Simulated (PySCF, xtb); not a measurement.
Ge(H)(F)2(OMe) (CH4F2GeO), SMILES C[O][GeH]([F])[F].

GFN2-xTB in xtb at its own geometry gives an orbital gap of 7.78 eV and a dipole moment of 4.04 D.

Coordinates come from a B3LYP-D3(BJ)/def2-SVP optimisation. The structure was generated by enumeration, and PubChem lists no compound with its InChIKey, so it may never have been made. Other conformers were not sampled.

**Question.** What does ωB97X/def2-TZVP in PySCF give? (The exact figures need the calculation; the answer reports its results.)

**Answer.** gap 13.45 eV (levels -11.32 and 2.13 eV), dipole 1.51 D.
